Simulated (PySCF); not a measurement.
Al(GeH3)(H)(Me) (CH₇AlGe), SMILES [CH3][AlH][GeH3]. Heavy atoms are numbered as in [AlH:1]([GeH3:2])[CH3:7]. Hydrogens are named by the atom that carries them.

Geometry: PBE-D3(BJ)/def2-SVP. The structure was generated by enumeration; whether it is a known compound was not checked.

Computed with PBE/pcSseg-1 (PySCF).

GIAO shieldings, no solvent; atoms alike by connectivity are averaged. δ = σ(ref) − σ: ⁷³Ge against GeH4 (σ = 1614.4 ppm); ¹H against TMS (σ = 31.49 ppm); ¹³C against TMS (σ = 182.0 ppm), references at their B3LYP-D3(BJ)/def2-TZVP geometries, non-relativistic.

Task: Estimate the chemical shifts. (The exact figures need the calculation; the answer reports its results.)

Result: 
| nucleus | atoms | count | δ (ppm) |
|---|---|---|---|
| ⁷³Ge | Ge2 (GeH3) | 1 | -72.8 |
| ¹H | H on Al1 | 1 | 6.78 |
| ¹H | H on Ge2 | 3 | 3.74 |
| ¹H | H on C7 | 3 | 0.88 |
| ¹³C | C7 (CH3) | 1 | 4.0 |
